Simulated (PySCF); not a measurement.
These compounds are isomers of formula C₈H₁₂Si.

A. `C=CC1=CC(C)=C[SiH2]C1`
B. `C1(C)=CC[SiH2]C(C=C)=C1`
C. `C(CCC)#CC1=CC[SiH2]1`
D. SMILES C=C(C)[C@]1(C#CC)C[SiH2]1

Spectrum 1. 1H NMR (400 MHz, computed): δ 7.19 (t, 1H), 5.03 (m, 2H), 2.52 (t, 2H), 1.91 (m, 2H), 1.50 (m, 2H), 1.16 (t, 3H). 13C{1H} NMR (computed): δ 164.4 (CH), 135.8 (C), 102.7 (C), 86.4 (C), 26.5 (CH2), 24.5 (CH2), 18.5 (CH2), 15.5 (CH3).

Spectrum 2. 1H NMR (400 MHz, computed): δ 4.77 (br s, 1H), 4.15 (br s, 1H), 3.27 (m, 1H), 2.70 (m, 1H), 2.31 (s, 3H), 2.01 (s, 3H), 1.42 (m, 1H), 1.36 (m, 1H). 13C{1H} NMR (computed): δ 157.3 (C), 105.4 (CH2), 90.0 (C), 81.2 (C), 28.9 (CH3), 18.0 (C), 16.9 (CH2), 5.2 (CH3).

Spectrum 3. 1H NMR (400 MHz, computed): δ 6.70 (m, 1H), 5.89 (s, 1H), 5.83 (t, 1H), 5.59 (m, 1H), 5.51 (m, 1H), 4.68 (m, 2H), 2.04 (s, 3H), 1.70 (m, 2H). 13C{1H} NMR (computed): δ 159.2 (C), 151.2 (CH), 143.8 (C), 137.3 (CH), 120.3 (CH2), 120.0 (CH), 32.3 (CH3), 2.9 (CH2).

Spectrum 4. 1H NMR (400 MHz, computed): δ 6.81 (m, 1H), 6.67 (s, 1H), 6.09 (t, 1H), 5.49 (m, 1H), 5.34 (m, 1H), 4.62 (m, 2H), 1.90 (m, 2H), 1.88 (s, 3H). 13C{1H} NMR (computed): δ 152.2 (CH), 151.6 (CH), 137.6 (C), 136.8 (C), 133.6 (CH), 122.4 (CH2), 28.5 (CH3), 9.2 (CH2).

PySCF 2.14 calculation with NMR shieldings at PBE0/pcSseg-1/GIAO and coordinates at the GFN2-xTB level; one averaged value for each set of equivalent atoms, one conformer, no solvent model, non-relativistic.

Scale: 1H (σref 31.72), 13C (σref 186.93) vs TMS (reference shieldings calculated alike). Where no couplings were computed, multiplicities follow the n + 1 count of equivalent neighbours, and m marks all less simple cases (inequivalent or close neighbours, rings, F or P nearby). Shifts are as computed. Against solution values, carbons near 30 ppm lie about +3 ppm off and those near 130 ppm about +5 ppm. Of 1309 compounds with measured shifts, 239 miss one by over three times the rms of a fit or turn the order of signals round; such compounds aren't used in these exercises.

Task: Which spectrum belongs to which compound?

Result: 1–C, 2–D, 3–A, 4–B.

- Spectrum 1 (C): 8 13C signals; δC 164.4 is an alkene CH; δC 135.8 is a fully substituted alkene carbon.
- Spectrum 2 (D): 8 13C signals; δC 157.3 is a fully substituted alkene carbon; δC 105.4 is a terminal =CH2 carbon.
- Spectrum 3 (A): 8 13C signals; δC 159.2 is a fully substituted alkene carbon; δC 151.2 is an alkene CH.
- Spectrum 4 (B): 8 13C signals; δC 152.2 is an alkene CH; δC 151.6 is an alkene CH.
